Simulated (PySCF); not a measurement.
Field gradients at the hydrogen positions

C₆H₉F.
Geometry (GFN2-xTB, Å), atoms numbered from 1 in this order:
```xyz
16
C6H9F angstrom
C     -1.8772    1.3955   -0.6429
C     -1.1295    0.3509   -0.2901
C     -1.7080   -1.0236   -0.1283
C      0.3006    0.5050   -0.0440
F      0.7590    1.7760   -0.2147
C      1.1719   -0.4369    0.3159
C      2.6253   -0.2040    0.5499
H     -2.9324    1.2936   -0.8271
H     -1.4613    2.3815   -0.7572
H     -2.7736   -1.0074   -0.3394
H     -1.5606   -1.3830    0.8888
H     -1.2297   -1.7248   -0.8102
H      0.8186   -1.4463    0.4518
H      3.2162   -0.8369   -0.1124
H      2.8850   -0.4659    1.5759
H      2.8880    0.8353    0.3726
```

Level: PBE0/pcSseg-1 (PySCF, non-relativistic); Q(2H) = 0.00286 b; rigid geometry, the same for H and D, with no vibrational averaging.

Question: Rank these positions by the coupling χzz of a deuteron there, largest first.
A. H8 (vinylic hydrogen)
B. H13 (vinylic hydrogen)
C. H11 (methyl hydrogen)

Answer: A (228 kHz), B (223 kHz), C (209 kHz).

Question: Tabulate Vzz, the asymmetry η and χzz = 234.96 MHz × Q × Vzz for every hydrogen position.

Answer: 
```
atom  bonded to  bond length (Å)  Vzz (au)     η  χzz (kHz)
  H8         C1            1.076    0.3391  0.06        228
  H9         C1            1.076    0.3350  0.05        225
 H10         C3            1.086    0.3155  0.03        212
 H11         C3            1.089    0.3113  0.02        209
 H12         C3            1.089    0.3113  0.02        209
 H13         C6            1.078    0.3322  0.09        223
 H14         C7            1.090    0.3108  0.02        209
 H15         C7            1.090    0.3107  0.02        209
 H16         C7            1.087    0.3119  0.02        210
```

Question: How does χzz go with the bond length over the 9 C–H bonds?

Answer: A straight-line fit has a slope of -13.1 kHz for each 0.01 Å, with a correlation coefficient of -0.99, over lengths from 1.076 to 1.090 Å. The longer bonds have the smaller couplings here.

Question: A static deuteron (I = 1) shows a doublet split by (3/2)χ, (3/4)χ(1 + η) and (3/4)χ(1 − η) with the field along z, y and x of the gradient. What are these for H14?

Answer: With |χ| = 208.9 kHz and η = 0.024: 313, 160 and 153 kHz, to first order and without motion.

The structure is a single GFN2-xTB conformer in the gas phase; no vibrational or solvent corrections. GFN2-xTB bond lengths can be off by several hundredths of an ångström, more for odd bonds, and the gradients follow them. The small basis limits the accuracy of the gradients.
